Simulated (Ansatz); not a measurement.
**Relative stability**

Two relaxed structures of NaInH₂, singlet (PBE0-D4/def2-TZVP; forces vanish, vibrations not checked).

A:

```json
{"atom": "Na1", "x (Å)": "-2.1003", "y (Å)": "2.2184", "z (Å)": "-1.4280"}
{"atom": "In2", "x (Å)": "-0.3690", "y (Å)": "0.1597", "z (Å)": "-0.4436"}
{"atom": "H3", "x (Å)": "-0.4337", "y (Å)": "-1.5535", "z (Å)": "0.0520"}
{"atom": "H4", "x (Å)": "-2.3512", "y (Å)": "0.2111", "z (Å)": "-0.8850"}
```

B:

Na1  (-2.139, 1.059, -1.336)
In2  (0.160, -0.079, 0.100)
H3  (0.653, -1.782, 0.132)
H4  (1.326, 0.803, 1.104)
(Å)

Computed with Ansatz 0.2.0 (basis: def2-TZVPP); correlated methods freeze the cores. Filled d shells of the heavier atoms are correlated. Core potentials replace the inner electrons of the atoms past krypton. The outer core shell of Li, Na, Mg and K is correlated. The def2 sets are not built for correlating such inner shells, so the correlated values are less sure here. B3LYP uses VWN-RPA correlation.

Task: Which structure is lower at CCSD(T), and by how much? (To be estimated.)

Result: Computed: B, by 15.4 kJ/mol (electronic energy, against the other). By their contacts, A is NaInH₂ ([H]1[Na][InH]1) and B is NaInH₂ ([Na][InH2]).

All methods give the same order:

```csv
method,E(B) − E(A) (kJ/mol)
PBE-D4,-16.6
r2SCAN-D4,-10.4
PBE0-D4,-18.8
B3LYP-D4,-15.4
wB97M-V,-19.2
HF,-23.1
MP2,-16.4
CCSD,-15.9
CCSD(T),-15.4
```

No T1 diagnostic of these runs exceeds 0.017. The restricted Hartree–Fock reference is unstable towards an unrestricted one at one or more of these structures.

Labels in which every atom is bracketed show which atoms are joined, not bond orders.

For scale, one of the runs: CCSD(T)/def2-TZVPP, 110 basis functions, launched by `ansatz run in.yaml --threads 2 --pin off --events-out ev --progress --plain --max-ram 4352MiB`. The run took about 7.5 s on 2 CPU threads of an Intel Xeon Platinum 8488C (shared host).
